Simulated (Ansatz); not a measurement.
Geometry optimisation, RKS B3LYP-D4/def2-SVP in Ansatz.

Input file:

```yaml
crystal:
  periodic: [false, false, false]
  atoms:
    - { symbol: B, position_ang: [-0.0478, 2.12748, -1.02528] }
    - { symbol: Al, position_ang: [-0.05211, 0.26211, -0.0867] }
    - { symbol: O, position_ang: [1.27361, -0.5836, -0.63015] }
    - { symbol: Al, position_ang: [-1.01887, -1.50449, 1.49418] }
    - { symbol: H, position_ang: [-0.41053, 2.23885, -2.14246] }
    - { symbol: H, position_ang: [0.69787, 2.97734, -0.68841] }
    - { symbol: H, position_ang: [2.02831, -1.06567, -0.94432] }
    - { symbol: H, position_ang: [-0.26276, -2.90495, 1.48146] }
    - { symbol: H, position_ang: [-2.20771, -1.54707, 2.54168] }
basis:
  gaussian: { orbitals: def2-SVP }
hamiltonian:
  xc: b3lyp
  dispersion: d4
relax:
  f_tol: 0.015
  max_steps: 40
```

Command:

```bash
$ ansatz run input.yaml --threads 1 --pin off --max-ram 2048MiB --backend cpu --events-out ev --progress --plain --runs-dir out
```

Where does it end, and by what steps?

The forces met the threshold. The force dipped under the threshold on the way, but the program's further checks kept it going. After 39 steps the energy has fallen by 0.413 eV; H8 moved furthest, 1.61 Å.

| step | energy less start (eV) | largest force component (eV/Å) | accepted |
| --- | --- | --- | --- |
| 0 | 0.0000 | 0.768 | yes |
| 2 | -0.1754 | 0.314 | yes |
| 4 | -0.2618 | 0.142 | yes |
| 6 | -0.2803 | 0.227 | yes |
| 8 | -0.2998 | 0.365 | yes |
| 10 | -0.3088 | 0.225 | yes |
| 12 | -0.3698 | 0.723 | yes |
| 14 | -0.3123 | 0.716 | no |
| 16 | -0.4082 | 0.049 | yes |
| 18 | -0.4058 | 0.147 | no |
| 20 | -0.4087 | 0.051 | yes |
| 22 | -0.4091 | 0.024 | yes |
| 24 | -0.4095 | 0.061 | yes |
| 26 | -0.4103 | 0.005 | yes |
| 28 | -0.4110 | 0.052 | yes |
| 30 | -0.4114 | 0.015 | yes |
| 32 | -0.4117 | 0.027 | yes |
| 34 | -0.4122 | 0.043 | yes |
| 36 | -0.4121 | 0.063 | no |
| 38 | -0.4126 | 0.029 | yes |
| 39 | -0.4128 | 0.015 | yes |

```xyz
9
Properties=species:S:1:pos:R:3
B -0.251 1.903 -1.067
Al 0.438 0.061 -0.265
O 2.020 -0.405 -0.760
Al -0.932 -1.441 1.372
H -0.894 1.976 -2.092
H -0.091 2.961 -0.499
H 2.495 -1.203 -0.509
H -1.750 -2.725 0.882
H -1.034 -1.126 2.937
```

Whether the end is a true minimum wasn't checked by a vibrational analysis.

Run time: 2.6 min on 1 thread of Arm Neoverse V1 (shared host), peak memory 0.17 GiB.
